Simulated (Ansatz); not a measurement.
`[BH2][GeH2][Cl]` → BH₃ + `[Cl][GeH]` at 600 K and 1 bar (germylene formation by 1,1-elimination).

Program: Ansatz. Geometries: PBE0-D4/def2-TZVP. ΔE: electronic, gas phase. CBS: MP2 limit from def2 TZ/QZ plus the TZ coupled-cluster correction, frozen cores. This one scheme is used for every species. For Ge outer-core shells are correlated without core-valence functions, which leaves a few kJ/mol of doubt a bond. Scalar relativity is left out up to krypton.

| species | CCSD(T)/CBS energy (Eh) | H − E (kJ/mol) | S (J/(mol·K)) |
| --- | --- | --- | --- |
| `[BH2][GeH2][Cl]` | -2563.08808 | 143.6 | 385.7 |
| BH₃ | -26.55200 | 91.5 | 217.3 |
| `[Cl][GeH]` | -2536.49422 | 43.2 | 296.6 |

H − E and S are ideal-gas, rigid-rotor, harmonic terms from PBE0-D4/def2-TZVP. 1 Eh = 2625.50 kJ/mol, R = 8.31446 J/(mol·K).

By hand: ΔE, ΔH, ΔS and ΔG.

ΔE = (-26.55200) + (-2536.49422) − (-2563.08808) = 0.04186 Eh = 109.9 kJ/mol. Δ(H − E) = 91.5 + 43.2 − 143.6 = -8.9, so ΔH = 101.0 kJ/mol. ΔS = 217.3 + 296.6 − 385.7 = 128.2 J/(mol·K). ΔG = 101.0 − 600 × (128.2)/1000 = 24.1 kJ/mol.

By hand: the equilibrium constant, and the temperature at which ΔG would vanish if ΔH and ΔS stayed fixed.

log₁₀ K = −ΔG/(RT ln 10) = -2.1. ΔG = 0 at ΔH/ΔS = 788 K.

The number of gas molecules changes by +1, which sets the sign of ΔS. A doubt of 5 kJ/mol in ΔE shifts log₁₀ K by 0.4 here. These are equilibria of isolated gas molecules and say nothing of rates. Largest T1 diagnostic: 0.013 (customary marks: 0.02 for closed shells, 0.045 for open ones).
